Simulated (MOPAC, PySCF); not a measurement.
C$_{8}$H$_{20}$Si, SMILES `CC[Si](CC)(CC)CC`, neutral singlet in the gas phase. 

Z-matrix (Å, degrees):
```
Si
C 1 1.8938
H 2 1.1046 1 107.96
H 2 1.1049 3 105.31 1 115.09
C 2 1.5267 3 110.11 4 118.76
H 5 1.1019 2 111.72 3 62.56
H 5 1.1019 6 107.04 2 123.09
H 5 1.1021 6 106.94 7 114.47
C 1 1.8938 2 109.75 3 -179.47
H 9 1.1046 1 107.96 2 -179.47
H 9 1.1049 10 105.31 1 115.09
C 9 1.5267 10 110.11 11 118.76
H 12 1.1019 9 111.72 10 62.56
H 12 1.1019 13 107.04 9 123.09
H 12 1.1021 13 106.94 14 114.47
C 1 1.8938 2 109.33 3 -59.56
H 16 1.1046 1 107.96 2 -60.61
H 16 1.1049 17 105.31 1 -115.09
C 16 1.5267 17 110.11 18 -118.76
H 19 1.1019 16 111.72 17 -62.56
H 19 1.1019 20 107.04 16 -123.09
H 19 1.1021 20 106.94 21 -114.47
C 1 1.8938 2 109.33 3 60.61
H 23 1.1046 1 107.96 2 59.56
H 23 1.1049 24 105.31 1 -115.09
C 23 1.5267 24 110.11 25 -118.76
H 26 1.1019 23 111.72 24 -62.56
H 26 1.1019 27 107.04 23 -123.09
H 26 1.1021 27 106.94 28 -114.47
```
Charge 0, multiplicity 1.

All levels are single points at this geometry (PBE0-D4/def2-SVP); Pople sets use spherical d functions. Orbital energies aren't observables, and empty levels follow the basis.

| level | HOMO (eV) | LUMO (eV) | gap (eV) | dipole (D) | vertical IE, Delta-SCF (eV) |
|---|---|---|---|---|---|
| PBE0-D4/def2-TZVP in PySCF | -7.63 | 0.92 | 8.56 | 0.00 | 9.26 |
| BP86/6-31G* in PySCF | -6.24 | 1.25 | 7.49 | 0.00 | – |
| PBE/6-31G* in PySCF | -6.12 | 1.30 | 7.43 | 0.00 | – |
| HF/3-21G in PySCF | -10.59 | 6.21 | 16.80 | 0.00 | – |
| HF/STO-3G in PySCF | -9.29 | 13.47 | 22.76 | 0.00 | – |
| AM1 in MOPAC | -10.33 | 1.66 | 12.00 | 0.00 | – |
